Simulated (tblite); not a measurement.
Parent: `[CH:1]#[C:2][CH2:3][Si@H:4]([CH3:5])[C:6]#[N:7]` with C2–C3–Si4–C5 -60°, C5H7NSi.

Structures optimised with GFN2-xTB, isolated species. One conformer each, not checked by frequencies here.

| coordinate of the parent | value |
| --- | --- |
| C1≡C2 | 1.197 Å |
| C2–C3 | 1.442 Å |
| C3–Si4 | 1.916 Å |
| Si4–C5 | 1.896 Å |
| Si4–C6 | 1.874 Å |
| C6≡N7 | 1.146 Å |
| C1–C2–C3 | 178.2° |
| C2–C3–Si4 | 111.2° |
| C3–Si4–C5 | 111.1° |
| C3–Si4–C6 | 104.9° |
| C5–Si4–C6 | 108.4° |
| Si4–C6–N7 | 179.7° |

Question: How does the shared frame change in `[CH:1]#[C:2][CH2:3][Si@@:4]([CH3:5])([C:6]#[N:7])[NH:8][CH:9]=[O:10]` with C2–C3–Si4–C5 -178°, C3–Si4–N8–C9 64°, Si4–N8–C9–O10 2°, C6H8N2OSi? Atoms pair as C1 = C1, C2 = C2, C3 = C3, Si4 = Si4, C5 = C5, C6 = C6, N7 = N7 (parent first).

Answer: 
| parent | relative | value in the relative | change |
| --- | --- | --- | --- |
| C1≡C2 | C1≡C2 | 1.197 Å | 0.000 |
| C2–C3 | C2–C3 | 1.445 Å | +0.003 |
| C3–Si4 | C3–Si4 | 1.912 Å | -0.004 |
| Si4–C5 | Si4–C5 | 1.894 Å | -0.002 |
| Si4–C6 | Si4–C6 | 1.876 Å | +0.002 |
| C6≡N7 | C6≡N7 | 1.145 Å | -0.001 |
| C1–C2–C3 | C1–C2–C3 | 178.5° | +0.3 |
| C2–C3–Si4 | C2–C3–Si4 | 111.4° | +0.2 |
| C3–Si4–C5 | C3–Si4–C5 | 114.8° | +3.7 |
| C3–Si4–C6 | C3–Si4–C6 | 108.8° | +3.9 |
| C5–Si4–C6 | C5–Si4–C6 | 109.7° | +1.3 |
| Si4–C6–N7 | Si4–C6–N7 | 178.4° | -1.3 |

Of the parent's bonds, C2–C3 and C3–Si4 change most and about equally (-0.004 to +0.003 Å). Bonds of the relative outside the shared frame: Si4–N8 1.768, N8–C9 1.343, C9=O10 1.206 Å. Point group C1 → C1.

Question: How does the shared frame change in `[CH:1]#[C:2][CH2:3][Si@:4]([CH3:5])([C:6]#[N:7])[CH:8]([F:9])[F:10]` with C2–C3–Si4–C5 55°, C3–Si4–C8–F9 -170°, C6H7F2NSi? Atoms pair as C1 = C1, C2 = C2, C3 = C3, Si4 = Si4, C5 = C5, C6 = C6, N7 = N7 (parent first).

Answer: 
```json
{"parent": "C1≡C2", "relative": "C1≡C2", "value in the relative": "1.196 Å", "change": "-0.001"}
{"parent": "C2–C3", "relative": "C2–C3", "value in the relative": "1.445 Å", "change": "+0.003"}
{"parent": "C3–Si4", "relative": "C3–Si4", "value in the relative": "1.912 Å", "change": "-0.004"}
{"parent": "Si4–C5", "relative": "Si4–C5", "value in the relative": "1.892 Å", "change": "-0.004"}
{"parent": "Si4–C6", "relative": "Si4–C6", "value in the relative": "1.874 Å", "change": "0.000"}
{"parent": "C6≡N7", "relative": "C6≡N7", "value in the relative": "1.145 Å", "change": "-0.001"}
{"parent": "C1–C2–C3", "relative": "C1–C2–C3", "value in the relative": "178.7°", "change": "+0.5"}
{"parent": "C2–C3–Si4", "relative": "C2–C3–Si4", "value in the relative": "111.3°", "change": "+0.1"}
{"parent": "C3–Si4–C5", "relative": "C3–Si4–C5", "value in the relative": "115.6°", "change": "+4.5"}
{"parent": "C3–Si4–C6", "relative": "C3–Si4–C6", "value in the relative": "109.3°", "change": "+4.4"}
{"parent": "C5–Si4–C6", "relative": "C5–Si4–C6", "value in the relative": "110.8°", "change": "+2.4"}
{"parent": "Si4–C6–N7", "relative": "Si4–C6–N7", "value in the relative": "179.1°", "change": "-0.6"}
```

Of the parent's bonds, C2–C3, C3–Si4 and Si4–C5 change most and about equally (-0.004 to +0.003 Å). Bonds of the relative outside the shared frame: Si4–C8 1.949, C8–F9 1.361, C8–F10 1.365 Å. Point group C1 → C1.

Question: How does the shared frame change in `[CH:1]#[C:2][CH2:3][Si@@:4]([CH3:5])([NH2:6])[C:7]#[N:8]` with C2–C3–Si4–C5 -173°, C3–Si4–N6–H 40° and -176°, C5H8N2Si? Atoms pair as C1 = C1, C2 = C2, C3 = C3, Si4 = Si4, C5 = C5, C6 = C7, N7 = N8 (parent first).

Answer: 
| parent | relative | value in the relative | change |
| --- | --- | --- | --- |
| C1≡C2 | C1≡C2 | 1.197 Å | 0.000 |
| C2–C3 | C2–C3 | 1.442 Å | 0.000 |
| C3–Si4 | C3–Si4 | 1.912 Å | -0.004 |
| Si4–C5 | Si4–C5 | 1.895 Å | -0.001 |
| Si4–C6 | Si4–C7 | 1.884 Å | +0.010 |
| C6≡N7 | C7≡N8 | 1.146 Å | 0.000 |
| C1–C2–C3 | C1–C2–C3 | 178.0° | -0.2 |
| C2–C3–Si4 | C2–C3–Si4 | 111.2° | 0.0 |
| C3–Si4–C5 | C3–Si4–C5 | 114.0° | +2.9 |
| C3–Si4–C6 | C3–Si4–C7 | 106.5° | +1.6 |
| C5–Si4–C6 | C5–Si4–C7 | 106.3° | -2.1 |
| Si4–C6–N7 | Si4–C7–N8 | 179.1° | -0.6 |

Of the parent's bonds, Si4–C6 changes most (+0.010 Å). Bonds of the relative outside the shared frame: Si4–N6 1.720 Å. Point group C1 → C1.

The numbers are calculated, not measured.
